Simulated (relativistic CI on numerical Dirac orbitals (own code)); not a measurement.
Xe17+: q coefficients and field-shift factors

Method of calculation: Dirac-Coulomb-Breit CI, separate exchange-only KLI orbitals for each configuration, derivatives by finite differences, unscaled Slater integrals, QED left out (own radial code, finite nucleus).

Configurations in the expansion (outside the closed core [Ar] 3d10): 4s2.4p6.4d, 4s2.4p5.4d2, 4s2.4p6.4f, 4s.4p6.4d2, 4s2.4p5.4d.4f, 4s2.4p6.5s. Double excitations out of closed p, d and f shells are left out; levels of such configurations are missing from the list, as are those of other unlisted configurations, and high levels can miss mixing partners.

With x = (α/α₀)² − 1 an excitation energy changes as ω = ω₀ + qx; K = 2q/ω₀ is the relative enhancement. Terms are leading LS components, so labels can repeat. The field-shift factor is F = δν/δ⟨r²⟩ for the transition from the lowest level.

Lowest level 4s2.4p6.4d 2D_3/2.

| Level | ω₀ (cm⁻¹) | q (cm⁻¹) | F (GHz/fm²) |
| --- | --- | --- | --- |
| 4s2.4p6.4d 2D_5/2 | 22659 | 22540 | 0.257 |
| 4s2.4p5.4d2 4D°_1/2 | 640586 | 19760 | 2.2 |
| 4s2.4p5.4d2 4D°_3/2 | 645125 | 20410 | 2.25 |
| 4s2.4p5.4d2 4D°_5/2 | 656189 | 29380 | 2.38 |
| 4s2.4p5.4d2 4D°_7/2 | 670005 | 34720 | 2.5 |
| 4s2.4p5.4d2 2F°_5/2 | 672192 | 20730 | 2.44 |
| 4s2.4p5.4d2 4D°_7/2 | 677428 | 26750 | 2.22 |
| 4s2.4p5.4d2 4G°_9/2 | 680416 | 34370 | 2.58 |
| 4s2.4p5.4d2 4G°_11/2 | 687389 | 44650 | 2.74 |
| 4s2.4p5.4d2 4P°_5/2 | 688524 | 38120 | 2.53 |
| 4s2.4p5.4d2 2D°_3/2 | 690466 | 31940 | 2.46 |
| 4s2.4p5.4d2 4P°_3/2 | 693255 | 30570 | 2.14 |
| 4s2.4p5.4d2 2G°_7/2 | 705635 | 32410 | 2.59 |

At this charge energies of transitions that change n are usually good to better than 1 %, and those within a shell (Δn = 0) to a few per cent.

**Question.** Which transition from the lowest level has the largest |K|?

**Answer.** 4s2.4p6.4d 2D_5/2 at 22659 cm⁻¹, K = 1.99.
